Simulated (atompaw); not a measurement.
## zinc (Zn) PAW (atompaw): all-electron and pseudo phase curves

zinc, PAW, made with atompaw 4.2.0.5 (PBE, scalar-relativistic). Core [Ne] 3s2, reference 3p6 3d10 4s2 4p0. Waves: 4s (bound): rc 1.45 bohr; 4s channel at 0.15 Ry: rc 1.45 bohr; 3p (bound): rc 0.75 bohr; 4p (bound, empty): rc 1.05 bohr; 3d (bound): rc 1.45 bohr; 3d channel at 2.1 Ry: rc 1.20 bohr. Local part: bessel scheme, radius 1.25 bohr. Core correction: smooth core density matched at 0.85 bohr. Augmentation charge: sinc compensation charge, radius 1.25 bohr; PAW radius 1.45 bohr; waves and projectors: custom rrkj vanderbiltortho.

The phase is arctan(r·u′/u) with u = r·R(r), unwrapped; energies in Ry, scanned from -8 to 5 Ry. A pole is an energy at which the radial function vanishes at the test radius. The pseudo phase is shifted by a multiple of π to meet the all-electron one at the reference energy, and phase errors are pseudo minus all-electron; the curves can meet again beyond the range given. Levels narrower than the energy grid can be missing from the lists of poles.

For each channel, where are the poles, and over which energies does the pseudopotential scatter like the atom?

```json
{"channel": "s", "radius (bohr)": "1.46", "reference energy (Ry)": "-0.44", "poles, all-electron": "none", "poles, pseudo": "none", "unbroken range about the reference energy with phases within 0.05 rad": "above -7.7", "phase error 1 Ry above the reference energy (rad)": "-0.000"}
{"channel": "p", "radius (bohr)": "1.46", "reference energy (Ry)": "-0.08", "poles, all-electron": "-5.67", "poles, pseudo": "-5.67", "unbroken range about the reference energy with phases within 0.05 rad": "the whole range", "phase error 1 Ry above the reference energy (rad)": "+0.000"}
{"channel": "d", "radius (bohr)": "1.46", "reference energy (Ry)": "-0.75", "poles, all-electron": "0.18", "poles, pseudo": "0.18", "unbroken range about the reference energy with phases within 0.05 rad": "the whole range", "phase error 1 Ry above the reference energy (rad)": "+0.000"}
```

Note: ghost state, extra bound levels that the all-electron valence spectrum of the same l lacks: s at -115.4 eV. A true bound ghost makes a file unfit for plane-wave use.

Phases in the d channel:

```
E (Ry)  all-electron  pseudo
 -8.00         1.331   1.332
 -7.52         1.323   1.324
 -7.04         1.315   1.315
 -6.56         1.305   1.306
 -6.08         1.294   1.295
 -5.60         1.281   1.282
 -5.12         1.266   1.267
 -4.64         1.248   1.249
 -4.16         1.225   1.226
 -3.68         1.196   1.197
 -3.20         1.157   1.157
 -2.72         1.098   1.099
 -2.24         1.001   1.002
 -1.76         0.800   0.801
 -1.28         0.234   0.234
 -0.80        -0.874  -0.874
 -0.32        -1.377  -1.377
  0.16        -1.565  -1.565
  0.64        -1.665  -1.665
  1.12        -1.732  -1.732
  1.60        -1.785  -1.785
  2.08        -1.832  -1.832
  2.56        -1.879  -1.879
  3.04        -1.929  -1.929
  3.52        -1.986  -1.985
  4.00        -2.054  -2.053
  4.48        -2.141  -2.137
  4.96        -2.256  -2.248
```
